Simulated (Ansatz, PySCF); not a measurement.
BeCl₂, triplet, geometry from GFN2-xTB (such geometries of metal compounds can be far from the true shape) (a higher spin typed on purpose: for a closed-shell molecule this is an excited state), atoms displaced at random by about 0.03 Å a coordinate. Base run: HF/6-31G, gradient run with PySCF.

PySCF was given this input:
```python
from pyscf import gto, scf

mol = gto.M(
    atom='''
Be    0.858837   -0.729682    0.729719
Cl    0.823353    0.299513   -0.983823
Cl   -1.048887   -0.129152    0.787347
''',
    basis='6-31g',
    charge=0,
    spin=2,
    verbose=4,
)

mf = scf.UHF(mol)
mf.kernel()
g = mf.nuc_grad_method()
grad = g.kernel()
```

Programs used: Ansatz (a program for electronic structure), PySCF; a row that names a program was run with it.

The coordinate followed is y of atom 3.

Each row names what was changed in the base input (with any setting that the change needs).

```tsv
change	dE/dx (Eh/bohr)	net force (Eh/bohr)
base	-0.001202	0.000000
code = ansatz	-0.001200	0.000000
finite difference step (bohr) = 0.05; conv_tol = 1e-11	-0.001201	-
finite difference step (bohr) = 1e-5; conv_tol = 1e-11	-0.001202	-
finite difference step (bohr) = 0.01; conv_tol = 1e-11	-0.001202	-
density fitting = on	-0.001193	0.000000
conv_tol = 1e-6	-0.001197	0.000000
finite difference step (bohr) = 0.2; conv_tol = 1e-11	-0.001185	-
conv_tol = 1e-4	-0.001308	0.000000
finite difference step (bohr) = 1e-4; conv_tol = 1e-11	-0.001202	-
conv_tol = 1e-11	-0.001202	0.000000
finite difference step (bohr) = 1e-3; conv_tol = 1e-11	-0.001202	-
```

The net force is zero for an exact gradient.

Open shells are given as the SCF converged; they aren't shown to be the lowest states, and a large step between rows can be another state.
